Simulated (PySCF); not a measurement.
# Nonlinear optical response: 2-methyl-6-hepten-3-ol, C₈H₁₆O

Cartesian coordinates in Å; atom numbers follow the order of the lines, from 1:
```xyz
25

C     4.153    0.944    0.581
C     3.238    0.175   -0.011
C     1.981   -0.327    0.622
C     0.721    0.161   -0.091
C    -0.560   -0.432    0.489
O    -0.490   -1.843    0.511
C    -1.840    0.043   -0.217
C    -1.972    1.561   -0.245
C    -3.068   -0.598    0.421
H     5.048    1.275    0.049
H     4.041    1.266    1.622
H     3.395   -0.119   -1.058
H     1.970   -1.430    0.616
H     1.947   -0.023    1.682
H     0.683    1.260   -0.047
H     0.775   -0.100   -1.166
H    -0.630   -0.138    1.553
H    -0.451   -2.143   -0.405
H    -1.769   -0.314   -1.265
H    -1.920    1.978    0.775
H    -2.944    1.856   -0.670
H    -1.190    2.045   -0.848
H    -3.219   -0.209    1.442
H    -2.949   -1.687    0.495
H    -3.977   -0.379   -0.159
```

Computed, not measured: quadratic response CAM-B3LYP/def2-SVPD first hyperpolarisability, Taylor convention, gas phase in PySCF 2.14.0. Geometry: PBE0-D3(BJ)/def2-SVP.

Give β for the processes computed.

In au, Taylor convention; the vector part is βᵢ = ⅓ Σⱼ (βᵢⱼⱼ + βⱼᵢⱼ + βⱼⱼᵢ); β∥ is 3/5 of the vector part along the dipole, the dipole points from − to +:
```
                   process  λ (nm)  β vector norm     β∥  β HRS  depolarisation ratio
           static β(0;0,0)       ∞          131.3  -24.1   54.1                  5.10
second harmonic β(−2ω;ω,ω)    1907          137.1  -24.4   56.4                  5.10
         Pockels β(−ω;ω,0)    1907          133.2  -24.2      –                     –
second harmonic β(−2ω;ω,ω)    1064          151.3  -25.1   62.2                  5.12
         Pockels β(−ω;ω,0)    1064          137.5  -24.4      –                     –
```

Which lowest excitations, dipole and polarisabilities go with it?

S1 7.03 eV (f = 0.019); S2 7.28 eV (f = 0.040); S3 7.38 eV (f = 0.516); dipole 1.61 D; isotropic α 104.3 au static, 104.5 au at 1907 nm, 105.1 au at 1064 nm, 105.3 au at 953.5 nm, 107.7 au at 532 nm.
